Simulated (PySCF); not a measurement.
**Where the electron goes**

Species: C₅H₇OP.
Cartesian coordinates in Å at the GFN2-xTB level; atoms count from 1:
```xyz
14
C5H7OP angstrom
C     -2.0642   -0.2464    0.0422
C     -0.5818   -0.1943    0.0069
C      0.2957   -1.2057    0.0623
C      1.6982   -0.8225   -0.0020
C      1.9377    0.4895   -0.1143
P      0.3544    1.3659   -0.1216
O      0.0336    2.3011   -1.2006
H     -2.4680    0.4475   -0.6950
H     -2.4290   -1.2508   -0.1640
H     -2.4328    0.0627    1.0215
H      0.0164   -2.2459    0.1323
H      2.4681   -1.5786    0.0286
H      2.9062    0.9532   -0.1745
H      0.2647    1.9238    1.1561
```

Theory: TDDFT CAM-B3LYP/def2-SVPD, vertical, gas phase, core orbitals frozen in the response in PySCF.

Kohn–Sham orbitals with the atoms that hold most of them (Löwdin shares over 4%, at most four atoms; ? is withheld):

```tsv
orbital	ε (eV)	atoms
LUMO+2	1.61	C4 16%, H12 12%, C1 12%, C5 10%
LUMO+1	1.25	C1 20%, C3 16%, H11 12%, C4 9%
LUMO	-1.00	C4 20%, C2 18%, C5 17%, C3 16%
HOMO	?	?
HOMO-1	-9.35	?
HOMO-2	-9.43	O7 56%, P6 16%, C5 12%, C2 5%
HOMO-3	-11.22	C4 24%, C3 20%, C5 15%, O7 13%
```

(1) Give the leading atoms of the HOMO-1.

(2) Give the leading atoms of the HOMO.

(3) What is the HOMO energy, and the HOMO–LUMO gap?

Answers

(1) O7 (bonded to P) 60%; P6 (bonded to 2 C, O and H) 17%; C2 (bonded to 2 C and P) 8%; H14 (bonded to P) 8%.

(2) C5 (bonded to C, P and H) 24%; C2 (bonded to 2 C and P) 23%; C3 (bonded to 2 C and H) 18%; C4 (bonded to 2 C and H) 15%.

(3) ε(HOMO) = -8.37 eV; the gap is 7.37 eV (0.2707 hartree).

Q: The HOMO–LUMO gap is 7.37 eV. Where does the response calculation put the lowest singlet, and from which orbitals?

A: S1 is at 4.08 eV (f = 0.043), 3.29 eV below the gap, made of HOMO→LUMO (95%). Without the coupling terms of the response equations the lowest excitation would equal the gap.

Q: One configuration dominates each of S1 and S4. Which, and how do the shares of the two leading atoms of either orbital change from the occupied to the empty one?

A: 
- S1 (4.08 eV, f 0.043), HOMO→LUMO (95%): C5 24% → 17%, C2 23% → 18%, C4 15% → 20%
- S4 (6.74 eV, f 0.0010), HOMO→LUMO+1 (83%): C5 24% → at most 10%, C2 23% → at most 10%, C1 at most 15% → 20%, C3 18% → 16%
